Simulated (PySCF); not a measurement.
## Tungsten: a sound run and one with changed settings

Sound run: W⁺ [Xe] 4f14 5d4 6s1, W²⁺ [Xe] 4f14 5d4. Computed with PySCF 2.14 in aug-cc-pVDZ-PP with ECP60MDF (5s5p4d2f, 54 functions), with scalar relativity through the core potential. The sound run starts from symmetry-adapted Hartree-Fock orbitals and uses a fine grid where one is needed.

A second run was set up differently.

```
species  method  sound run (hartree)  changed run (hartree)  converged
     W⁺     UHF            -66.45871              -66.44325         no
     W⁺  M06-2X            -66.88408              -66.86760         no
     W⁺     PBE            -67.02722              -67.01307         no
    W²⁺     UHF            -65.90823              -65.90818         no
    W²⁺  M06-2X            -66.29505              -66.29533         no
    W²⁺     PBE            -66.42889              -66.42901         no
```

Problem. What was changed?
A. all electrons correlated in a valence basis
B. level shift left on
C. radial grid too coarse
D. minimal basis

Solution. B. It used initial guess minao, at most 50 SCF cycles, level shift 10.0 hartree. A level shift slows the SCF but leaves a converged energy unchanged.
